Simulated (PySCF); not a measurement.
## Peak assignment

Geometry:
```json
{"atom": "C1", "x (Å)": "0.173", "y (Å)": "1.906", "z (Å)": "0.453"}
{"atom": "P2", "x (Å)": "-0.053", "y (Å)": "0.565", "z (Å)": "-0.802"}
{"atom": "Si3", "x (Å)": "1.837", "y (Å)": "-0.609", "z (Å)": "-0.422"}
{"atom": "C4", "x (Å)": "-1.154", "y (Å)": "-0.513", "z (Å)": "0.175"}
{"atom": "F5", "x (Å)": "-1.071", "y (Å)": "-0.487", "z (Å)": "1.522"}
{"atom": "C6", "x (Å)": "-2.034", "y (Å)": "-1.328", "z (Å)": "-0.396"}
{"atom": "F7", "x (Å)": "-2.173", "y (Å)": "-1.403", "z (Å)": "-1.714"}
{"atom": "F8", "x (Å)": "-2.854", "y (Å)": "-2.173", "z (Å)": "0.214"}
{"atom": "H9", "x (Å)": "-0.744", "y (Å)": "2.490", "z (Å)": "0.519"}
{"atom": "H10", "x (Å)": "0.974", "y (Å)": "2.554", "z (Å)": "0.105"}
{"atom": "H11", "x (Å)": "0.423", "y (Å)": "1.508", "z (Å)": "1.434"}
{"atom": "H12", "x (Å)": "1.723", "y (Å)": "-1.824", "z (Å)": "-1.226"}
{"atom": "H13", "x (Å)": "2.030", "y (Å)": "-0.945", "z (Å)": "0.991"}
{"atom": "H14", "x (Å)": "2.924", "y (Å)": "0.258", "z (Å)": "-0.876"}
```

[PySCF: σ from GIAO-PBE0/pcSseg-1; GFN2-xTB geometry; one computed conformer; in vacuum; averaged over atoms made equivalent by symmetry, fast rotation or ring inversion; non-relativistic]

Scale: TMS for 13C (σref 186.93), 1H (σref 31.72) (reference shieldings calculated alike).

(1) Assign these signals to the numbered atoms. 13C{1H} NMR (computed): δ 169.1 (C), 134.3 (C), 4.6 (CH3).

(2) Assign these signals to the numbered atoms. 1H NMR (400 MHz, computed): δ 4.05 (m, 3H), 1.47 (m, 3H).

Answers

(1) 
| δ (ppm) | atoms | environment | reason |
| --- | --- | --- | --- |
| 169.1 | C6 | fully substituted alkene carbon | – |
| 134.3 | C4 | fully substituted alkene carbon | the olefinic region |
| 4.6 | C1 | methyl carbon bonded to P | – |

(2) 
| δ (ppm) | atoms | environment | reason |
| --- | --- | --- | --- |
| 4.05 | H12/H13/H14 | hydrogen on a silicon bonded to P | – |
| 1.47 | H9/H10/H11 | hydrogen on a methyl carbon bonded to P | – |

Splittings by 19F and 31P in the carbon and heteronuclear signals aren't shown, as no couplings were computed. Shifts are as computed. Against solution values, carbons near 30 ppm lie about +3 ppm off and those near 130 ppm about +5 ppm. Of 1211 compounds with measured shifts, 218 miss one by over three times the rms of a fit or turn the order of signals round; such compounds aren't used in these exercises. No couplings were computed; multiplicities are counted from neighbouring protons, with m where these are inequivalent, close in shift, in a saturated or five-membered ring or joined by F or P, and br s for small geminal =CH2 splittings.
